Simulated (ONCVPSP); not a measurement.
## Potentials for Zr (Z = 40) compared

Generated with ld1.x 7.5 (TM, RRKJ, ultrasoft, PAW), atompaw 4.2 or ONCVPSP 4.0.1. The cutoff is in Ry: for ld1.x and atompaw files where the sum of valence levels is converged to 10 mRy in a Bessel basis, for ONCV files where the hardest occupied wave has 1 mHa per electron of residual kinetic energy. The error is the largest all-electron minus pseudo excitation energy over each file’s own four to seven test configurations (ionisations up to +4, promotions, holes and added fractions of an electron), all of which were solved. The labels leave out finer settings (local radius, basis sizes, second energies), which also bear on the numbers. Spin-polarised tests are not counted. The rows are a selection from randomly drawn settings: files with unsolved tests, undetermined cutoffs or missed reference levels are left out.

| potential | cutoff (Ry) | largest error (meV) | bound ghosts |
| --- | --- | --- | --- |
| ONCV, PW91, fully relativistic, rc 2.00/1.30/2.50 (spd), local smoothed, core correction no, reference 4s2 4p6 4d2 5s2, qcut 6.8/7.1/6.8, projectors 2/2/2 | 50 | +3.9 | none |
| ONCV, PBE, fully relativistic, rc 2.05/2.20/2.25 (spd), local smoothed, core correction no, reference 4s2 4p6 4d2 5s2, qcut 6.4/6.5/7.7, projectors 2/2/3 | 30 | +5.0 | none |
| ONCV, LDA (Perdew-Zunger), scalar-relativistic, rc 2.30/1.80/2.15 (spd), local smoothed, core correction no, reference 4s2 4p6 4d2 5s2, qcut 6.7/8/7.2, projectors 2/2/1 | 36 | -254 | none |
| ONCV, LDA (Perdew-Wang 92), scalar-relativistic, rc 1.55/2.00/2.95 (spd), local smoothed, core correction no, reference 4s2 4p6 4d2 5s2, qcut 6.8/5.4/6.2, projectors 2/3/3 | 36 | -72 | none |
| ONCV, PBE, scalar-relativistic, rc 2.00/1.40/2.65 (spd), local smoothed, core correction yes, reference 4s2 4p6 4d2 5s2, qcut 6/6.1/4.7, projectors 2/2/2 | 66 | +22 | none |

Question: Fill in the row for Zr: ONCV, PBE, scalar-relativistic, rc 1.80/2.00/2.10 (spd), local smoothed, core correction yes, reference 4s2 4p6 4d1, qcut 8.1/5.8/8.7, projectors 2/2/2.

Answer: cutoff 39 Ry, largest error +7.2 meV, bound ghosts: none.

Question: Fill in the row for Zr: ONCV, PBE, fully relativistic, rc 1.90/1.50/2.45 (spd), local smoothed, core correction no, reference 4s2 4p6 4d2 5s2, qcut 8.1/4.8/6.9, projectors 2/2/2.

Answer: cutoff 92 Ry, largest error +4.5 meV, bound ghosts: none.

Question: Fill in the row for Zr: ONCV, PBE, scalar-relativistic, rc 1.70/2.00/2.65 (spd), local smoothed, core correction yes, reference 4s2 4p6 4d2 5s2, qcut 5.8/7.4/6, projectors 2/2/2.

Answer: cutoff 27 Ry, largest error -7.5 meV, bound ghosts: none.
